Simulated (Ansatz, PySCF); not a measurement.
Process, species as SMILES: CN(C)C(=O)N(C)C -> [CH3] (CH3) + C[N]C(=O)N(C)C (the C-N bond at the site shown breaks; other sites are not compared here)
Each molecule is optimised on its own at B3LYP-D3(BJ)/def2-TZVP (Ansatz, an electronic-structure program), one conformer each, not searched for the lowest.

Quantity: bond dissociation energy (enthalpy at 298 K, with B3LYP-D3(BJ) rigid-rotor harmonic-oscillator terms from PySCF), in eV. Cores are frozen in the correlated levels unless marked. Open shells are spin-unrestricted. No spin-orbit coupling. Non-relativistic unless marked X2C. CBS marks a two-point X^-3 extrapolation of the correlation energy; Hartree-Fock from the larger set. [CCSD(T)-MP2]/basis is that difference in the basis named.

```tsv
level	program	bond dissociation energy (eV)
HF/6-31G*	Ansatz	2.13
```

Question: What does RI-MP2/CBS(cc-pVTZ,cc-pVQZ)+[CCSD(T)-MP2]/cc-pVTZ (Ansatz) give?

Answer: 3.55 eV
